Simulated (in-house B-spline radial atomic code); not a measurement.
Binding energies in Sc⁵⁺

NIST's tabulated ground configuration is [Ne] 3s2 3p4; each binding energy is the energy of the ion with one electron taken from that subshell, relaxed, less that of the parent. Computed with a B-spline radial code for spherical atoms: Dirac-Hartree-Fock, average of configuration, Fermi nucleus of rms radius 3.5459 fm. Energies include first-order Breit, QED and recoil terms.

```
subshell  X-ray name  binding energy (eV)  -ε (eV)  relaxation (eV)
      1s           K               4590.3   4624.3             28.3
      2s          L1                597.7    605.2              7.1
      3s          M1                137.8    138.7              0.8
      3p        M2,3                112.1    112.9              0.8
```

Relaxation = -ε minus the binding energy without Breit, QED and recoil terms.

Q: What does it cost to remove both a 1s and a 3p electron?

A: 4732.2 eV, which is 29.86 eV more than the two single binding energies together.

Q: What does it cost to remove both a 2s and a 3p electron?

A: 737.2 eV, which is 27.39 eV more than the two single binding energies together.

Q: What does it cost to remove two 3p electrons?

A: 245.52 eV, which is 21.36 eV more than the two single binding energies together.
